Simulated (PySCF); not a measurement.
First SCF of a structure search on doublet IF6, at a hand-made trigonal prismatic geometry. PySCF input:

```python
from pyscf import gto, scf, dft
mol = gto.M(atom='''
I      0.000000     0.000000     0.000000
F      1.486800     0.000000     1.292400
F     -0.743400     1.287600     1.292400
F     -0.743400    -1.287600     1.292400
F      1.486800     0.000000    -1.292400
F     -0.743400     1.287600    -1.292400
F     -0.743400    -1.287600    -1.292400''',
    basis={'I': 'def2-SVP', 'F': 'def2-SVP'},
    ecp={'I': 'def2-SVP'},
    charge=0, spin=1)
mf = dft.UKS(mol, xc='PBE0')
mf.grids.atom_grid = (50, 194)
aux = {'I': 'def2-universal-JKFIT', 'F': 'def2-universal-JKFIT'}
mf = mf.density_fit(auxbasis=aux)
mf.conv_tol = 1e-08
mf.diis_space = 10
mf.max_cycle = 60
mf.init_guess = 'minao'
mf.verbose = 4
mf.kernel()
```

Excerpt of the output (cycles alone):

```
init E= -864.45799543959
cycle= 1 E= -893.811577534442  delta_E= -29.4  |g|=  2.2  |ddm|=  6.3
cycle= 2 E= -893.839693816098  delta_E= -0.0281  |g|= 2.06  |ddm|= 4.92
cycle= 3 E= -895.338095929996  delta_E= -1.5  |g|= 0.537  |ddm|= 2.52
cycle= 4 E= -895.422101618004  delta_E= -0.084  |g|= 0.145  |ddm|=  0.4
cycle= 5 E= -895.428821449422  delta_E= -0.00672  |g|= 0.00897  |ddm|= 0.0907
cycle= 6 E= -895.428891522131  delta_E= -7.01e-05  |g|= 0.00244  |ddm|= 0.0152
cycle= 7 E= -895.428901548472  delta_E= -1e-05  |g|= 0.000525  |ddm|= 0.0074
cycle= 8 E= -895.428901543145  delta_E= 5.33e-09  |g|= 0.000835  |ddm|= 0.00142
cycle= 9 E= -895.42890180508  delta_E= -2.62e-07  |g|= 4.27e-05  |ddm|= 0.000711
cycle= 10 E= -895.42890180595  delta_E= -8.7e-10  |g|= 9.16e-06  |ddm|= 5.97e-05
Extra cycle  E= -895.428901805933  delta_E= 1.71e-11  |g|= 1.24e-05  |ddm|= 2.21e-05
converged SCF energy = -895.428901805933  <S^2> = 0.76240702  2S+1 = 2.0123688
```

No lower solution of this spin was found by a stability analysis within the unrestricted form.

With an element this heavy the missing spin–orbit coupling can shift these numbers.

The search for the lowest solution, with the stability check, took 18 s on 2 threads of a shared Arm Neoverse V1 host, with 110 basis functions; the process peaked at 0.52 GiB.
